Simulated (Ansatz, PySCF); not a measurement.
System: CH4BCl2O, charge 1, multiplicity 1. It need not be the lowest isomer of its formula. 
Structure (B3LYP-D3(BJ)/def2-TZVP (Ansatz, an electronic-structure program) minimum search):
```xyz
9

B      0.2451    -0.0703    -0.0249
Cl     0.1659     1.5775    -0.4505
Cl     1.6003    -1.1099     0.0137
O     -1.0067    -0.7021     0.3643
C     -2.3788    -0.0768     0.4416
H     -3.0380    -0.8752     0.7636
H     -2.6135     0.2755    -0.5559
H     -2.3126     0.7235     1.1692
H     -0.9598    -1.6434     0.6087
```
Charge +1, spin multiplicity 1.

Total electronic energies in hartree. Correlated levels leave the core frozen unless marked. Spin-orbit coupling is left out. Non-relativistic. CBS marks a two-point X^-3 extrapolation of the correlation energy; Hartree-Fock from the larger set. The bracket is a focal-point correction in the basis named.

```tsv
level	program	energy (Eh)
HF/6-31G*	Ansatz	-1058.53712
HF/cc-pV(T+d)Z	Ansatz	-1058.67784
HF/def2-TZVPD	PySCF	-1058.66398
HF-D3(BJ)/def2-TZVPD	PySCF + dftd3	-1058.71916
RI-HF/cc-pV(T+d)Z	Ansatz	-1058.67774
RI-HF/cc-pV(Q+d)Z	Ansatz	-1058.69461
PBE-D3(BJ)/def2-TZVPD	Ansatz + dftd3	-1060.33769
BLYP-D3(BJ)/def2-TZVPD	Ansatz + dftd3	-1060.84580
r2SCAN-D4/def2-TZVPD	Ansatz + dftd4	-1060.74654
PBE0/STO-3G	Ansatz	-1048.60358
PBE0/def2-TZVP	Ansatz	-1060.41501
TPSSh-D4/def2-TZVPD	PySCF + dftd4	-1060.92996
HSE06/def2-TZVPD	Ansatz	-1060.39354
CAM-B3LYP-D4/def2-TZVPD	Ansatz + dftd4	-1060.85135
CAM-B3LYP/def2-TZVPD	Ansatz	-1060.84551
LC-wPBE/def2-TZVPD	Ansatz	-1060.54022
B2GP-PLYP-D3(BJ)/def2-TZVPD	Ansatz + dftd3	-1060.39661
B2PLYP/def2-TZVPD	Ansatz	-1060.51046
RPA@PBE/cc-pV(Q+d)Z	Ansatz	-1060.20680
MP2/cc-pwCVTZ	Ansatz	-1059.57218
CCSD/6-31G	Ansatz	-1058.80448
CCSD(T)/cc-pwCVTZ	Ansatz	-1059.65758
RI-MP2/CBS(cc-pV(T+d)Z,cc-pV(Q+d)Z)+[CCSD(T)-MP2]/cc-pV(T+d)Z	Ansatz	-1059.7836
```

Totals of different functionals don't rank their quality; only differences between species are comparable.
